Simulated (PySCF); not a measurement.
# AlIn: from constants to spectrum

UHF-CCSD(T) constants of AlIn, ³Π (triplet), unpaired electrons σ ↑, π ↑ (PySCF, scalar-relativistic core potentials, basis sets Al def2-SVP, In def2-SVP with ECP28; masses 26.9815 and 114.9039 u):

- ωe: 209.4 cm⁻¹
- ωexe: 1.05 cm⁻¹
- Be: 0.093235 cm⁻¹
- αe: 0.000578 cm⁻¹
- De to Al + In: 1.15 eV

Problem. What force constant and bond length do these constants imply?

Solution. Reduced mass μred = 21.851 u; k = 5.8918×10⁻⁷·μred·ωe² (u, cm⁻¹, mdyn/Å) = 0.565 mdyn/Å; Re = √(16.8576/(μred·Be)) (u, cm⁻¹, Å) = 2.877 Å.

Problem. Estimate the centrifugal constant D from the Kratzer relation and find the Dunham coefficient a1.

Solution. D = 4Be³/ωe² = 7.39e-08 cm⁻¹; a1 = −1 − αeωe/(6Be²) = -3.32.

Correlated steps freeze 9 core orbitals. Correlated levels converge slowly with the basis: in double zeta they bind strong bonds too weakly, by up to about 1 eV, and carry superposition errors of some tenths. These are scalar-relativistic numbers at best; spin–orbit coupling would shift them, the dissociation energy most. The state was picked by a PBE0 search and need not be the measured ground state.
